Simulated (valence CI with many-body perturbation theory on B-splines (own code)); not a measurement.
Results of a calculation; reference values are marked as such.
# Fe¹²⁺ in three bases

Method: configuration interaction combined with many-body perturbation theory (CI+MBPT): four valence electrons over a frozen Dirac-Fock core [Ne], radial functions for each j: 9 s, 9 p, 8 d, 6 f, 3 g, 1 h, with the one-electron correlation potential Σ1, the two-electron term Σ2, the three-electron term Σ3, Breit, model QED; selected CI, second order for the rest (own B-spline code, finite nucleus).

No measured levels were compared; by estimate levels of excited configurations hold to 0.05 to 0.15 % of their energy, terms of the ground configuration to about 0.5 %.

The reference run has the lowest level 3s2 3p2 3P_0 and an ionisation energy of 359.734 eV. Its largest variational space holds 20000 state functions.

Names give the largest LS component (configuration and term), which can be under half, so a name can repeat, a term be missing and a line seem to break the LS rules; names also repeat where a configuration has a term twice.

Changed runs:
A. basis 6 s, 6 p, 5 d, 3 f, 1 g
B. basis 5 s, 5 p, 4 d, 2 f

Excitation energies of the reference run in cm⁻¹, and shifts in cm⁻¹:

| Level | Reference | A | B |
| --- | --- | --- | --- |
| 3s2 3p2 3P_1 | 9299 | -10 | -27 |
| 3s2 3p2 3P_2 | 18582 | +1.1 | +15 |
| 3s2 3p2 1D_2 | 48223 | +112 | +420 |
| 3s2 3p2 1S_0 | 91794 | +190 | +603 |
| 3s 3p3 5S°_2 | 214365 | -194 | -611 |
| 3s 3p3 3D°_1 | 287197 | +3.6 | +53 |
| 3s 3p3 3D°_2 | 287351 | +4.0 | +56 |
| 3s 3p3 3D°_3 | 290193 | +1.1 | +47 |
| 3s 3p3 3P°_0 | 329045 | +81 | +306 |
| 3s 3p3 3P°_1 | 329770 | +78 | +295 |
| 3s 3p3 3P°_2 | 330402 | +71 | +267 |
| 3s 3p3 1D°_2 | 362438 | +71 | +136 |
| Ionisation energy (eV) | 359.734 | -0.019 | -0.057 |
